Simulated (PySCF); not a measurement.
## Calculated data, AlFH2OSi, B2H2NO, B2H3NSi, CH5BNSi and others

All values are calculated (PySCF 2.14.0). Calculation on a computer-drawn molecule: optimised geometry and harmonic frequencies of an isolated molecule of the commonest isotopes, restricted reference for singlets and unrestricted otherwise, frozen core in MP2.

(1) AlFH2OSi

Start structure:
```xyz
6
AlFH2OSi
F     -1.4171     0.8782     2.3068
Si    -0.0938     0.8269     1.3826
O      0.4944    -0.6012     1.8271
Al     0.7416    -2.0218     2.5647
H      1.5396    -2.1154     3.8775
H      0.2074    -3.3573     1.8567
```

| Property | Result |
| --- | --- |
| charge | 0 |
| multiplicity | 1 |
| method | HF |
| basis | cc-pV(D+d)Z |
| rotational constants | 14.16, 2.262, 2.011 GHz |
| total energy | -706.4581 hartree |
| convergence status largest gradient component | 1.539e-05 hartree/bohr |

Drawn bonds:
```csv
atom,other atom,order
1,2,1
2,3,1
3,4,1
4,5,1
4,6,1
```

Optimised structure:
```xyz
6
AlFH2OSi
F     -1.4632     0.9270     2.2758
Si    -0.0992     0.8584     1.3772
O      0.4911    -0.5789     1.8412
Al     0.7598    -2.0952     2.5707
H      1.5936    -2.1333     3.9008
H      0.1900    -3.3686     1.8497
```

Modes:
```csv
frequency (cm⁻¹),reduced mass (dalton)
50.32,8.984
74.14,1.236
123,3.674
389.9,12.55
570.7,9.736
605.4,1.253
673.1,1.197
830.3,4.88
854.2,1.339
1096,15.39
2028,1.063
2030,1.022
```

(2) B2H2NO

Start structure:
```xyz
6
B2H2NO
N     -1.2633    -1.1915    -0.5659
B     -1.6397    -1.7346     0.5570
B     -1.9856    -2.5043     2.0565
O     -2.9207    -3.2723     2.3482
H     -1.1244    -0.8192    -1.3901
H     -1.0308    -2.1471     2.9276
```

| Property | Result |
| --- | --- |
| charge | -1 |
| multiplicity | 1 |
| method | HF |
| basis | aug-cc-pVDZ |
| rotational constants | 57.06, 3.658, 3.438 GHz |
| total energy | -179.9222 hartree |
| convergence status largest gradient component | 3.303e-05 hartree/bohr |

Drawn bonds:
```csv
atom,other atom,order
1,2,2
2,3,1
3,4,1
1,5,1
3,6,1
```

Optimised structure:
```xyz
6
B2H2NO
N     -1.2945    -1.1940    -0.5523
B     -1.5744    -1.7395     0.5391
B     -1.9235    -2.4878     2.1102
O     -2.9313    -3.2424     2.2953
H     -1.1612    -0.8152    -1.4480
H     -1.0795    -2.1901     2.9890
```

Modes:
```csv
frequency (cm⁻¹),reduced mass (dalton)
186.3,4.192
295,1.283
300.8,3.22
364.1,1.248
480.1,7.74
687.6,5.958
887.7,1.902
1153,1.183
1606,10.09
1929,8.058
2228,1.078
4108,1.096
```

(3) B2H2NO

Start structure:
```xyz
6
B2H2NO
N     -1.2945    -1.1940    -0.5523
B     -1.5744    -1.7395     0.5391
B     -1.9235    -2.4878     2.1101
O     -2.9313    -3.2424     2.2953
H     -1.1612    -0.8152    -1.4480
H     -1.0795    -2.1901     2.9890
```

| Item | Value |
| --- | --- |
| charge | -1 |
| multiplicity | 1 |
| method | MP2 |
| basis | aug-cc-pVDZ |
| rotational constants | 52.08, 3.641, 3.403 GHz |
| total energy | -180.4740 hartree |
| convergence status largest gradient component | 4.183e-05 hartree/bohr |

Drawn bonds:
```csv
atom,other atom,order
1,2,2
2,3,1
3,4,1
1,5,1
3,6,1
```

Optimised structure:
```xyz
6
B2H2NO
N     -1.2908    -1.1880    -0.5652
B     -1.5517    -1.7326     0.5641
B     -1.9037    -2.4766     2.1178
O     -2.9535    -3.2513     2.2759
H     -1.1823    -0.8162    -1.4874
H     -1.0823    -2.2043     3.0280
```

Modes:
```csv
frequency (cm⁻¹),reduced mass (dalton)
158.6,5.246
250.4,1.26
260,4.971
310.7,1.094
457.7,6.797
666,5.457
808.5,1.855
1081,1.182
1411,10.03
1776,8.068
2218,1.08
3862,1.096
```

(4) B2H3NSi

Start structure:
```xyz
7
B2H3NSi
N     -0.2602    -3.5215     2.2173
B     -0.1965    -2.7623     1.1895
B     -0.1214    -1.8278    -0.1424
Si     1.1254    -0.5287    -0.1326
H     -0.3481    -4.0960     3.0164
H     -0.8445    -1.9635    -1.0770
H      2.1818     0.5498    -0.1308
```

| Quantity | Value |
| --- | --- |
| charge | 0 |
| multiplicity | 1 |
| method | HF |
| basis | cc-pV(D+d)Z |
| rotational constants | 26.38, 2.295, 2.152 GHz |
| total energy | -394.4296 hartree |
| convergence status largest gradient component | 3.228e-05 hartree/bohr |

Drawn bonds:
```csv
atom,other atom,order
1,2,2
2,3,1
3,4,1
1,5,1
3,6,1
4,7,1
```

Optimised structure:
```xyz
7
B2H3NSi
N     -0.2181    -3.4803     2.1953
B     -0.1692    -2.7360     1.2160
B     -0.0678    -1.6651    -0.0873
Si     0.6783     0.1912     0.0804
H     -0.2705    -4.0994     2.9598
H     -0.4787    -2.0265    -1.1587
H      2.0625    -0.3338    -0.2649
```

Modes:
```csv
frequency (cm⁻¹),reduced mass (dalton)
97.32,6.376
248.2,1.602
369.9,2.59
394.4,1.934
456,1.378
469,1.22
563.2,3.284
598.4,1.253
796,2.298
837.1,1.536
984,2.146
2076,7.676
2127,1.042
2685,1.091
4085,1.102
```

(5) CH5BNSi

Start structure:
```xyz
9
CH5BNSi
N     -0.9290    -1.5559     0.7202
B     -1.7819    -0.7357     0.2867
C     -2.8959     0.2114    -0.2955
Si    -3.1181    -0.0927    -2.1224
H     -0.3267    -2.2023     1.0489
H     -2.5574     1.2036    -0.1319
H     -3.8125     0.1307     0.2565
H     -1.8704     0.1854    -2.8922
H     -3.7144    -1.4145    -2.4416
```

| Item | Value |
| --- | --- |
| charge | 0 |
| multiplicity | 2 |
| method | HF |
| basis | cc-pV(D+d)Z |
| rotational constants | 18.32, 2.737, 2.487 GHz |
| total energy | -408.8398 hartree |
| spin squared | 0.7537 |
| convergence status largest gradient component | 3.31e-05 hartree/bohr |

Drawn bonds:
```csv
atom,other atom,order
1,2,2
2,3,1
3,4,1
1,5,1
3,6,1
3,7,1
4,8,1
4,9,1
```

Optimised structure:
```xyz
9
CH5BNSi
N     -0.9678    -1.5605     0.7323
B     -1.8038    -0.7738     0.2907
C     -2.8523     0.2027    -0.2948
Si    -3.1594    -0.0442    -2.1518
H     -0.3004    -2.1852     1.0960
H     -2.5206     1.2316    -0.1272
H     -3.7995     0.0774     0.2380
H     -1.9176     0.1853    -2.9288
H     -3.6849    -1.4034    -2.4256
```

Modes:
```csv
frequency (cm⁻¹),reduced mass (dalton)
137.5,4.643
150.2,1.132
356.3,2.273
455.4,1.728
469.4,2.195
493.6,1.184
544.5,1.145
676.1,2.924
793.7,1.526
871.9,1.607
886.3,2.637
995.9,1.054
1146,1.088
1208,1.573
1507,1.091
2112,7.868
2293,1.03
2305,1.054
3190,1.06
3241,1.101
4100,1.101
```

(6) BH3N2Si

Start structure:
```xyz
7
BH3N2Si
N     -1.8807     2.4637     2.1741
B     -0.9726     1.6432     1.7451
N      0.0249     0.7717     1.3616
Si     0.3140    -0.8610     1.8609
H     -2.6623     2.9921     2.3496
H      0.7540     1.1331     0.7549
H     -0.9117    -1.0407     2.7179
```

| Item | Value |
| --- | --- |
| charge | 0 |
| multiplicity | 1 |
| method | HF |
| basis | cc-pV(D+d)Z |
| rotational constants | 35.3, 2.822, 2.613 GHz |
| total energy | -424.2931 hartree |
| convergence status largest gradient component | 4.969e-06 hartree/bohr |

Drawn bonds:
```csv
atom,other atom,order
1,2,2
2,3,1
3,4,1
1,5,1
3,6,1
4,7,1
```

Optimised structure:
```xyz
7
BH3N2Si
N     -1.8918     2.4106     2.1006
B     -0.9910     1.6386     1.7732
N      0.0502     0.7640     1.3882
Si     0.3098    -0.8913     1.8363
H     -2.6226     3.0071     2.3773
H      0.7265     1.1737     0.7678
H     -0.9155    -1.0005     2.7206
```

Modes:
```csv
frequency (cm⁻¹),reduced mass (dalton)
174.2,5.068
242,1.77
302.1,1.146
471.6,1.647
509.1,2.439
544.5,4.298
728.6,1.089
740.5,4.344
964.9,1.32
1066,3.163
1389,1.406
2133,1.426
2157,2.631
3783,1.074
4110,1.101
```
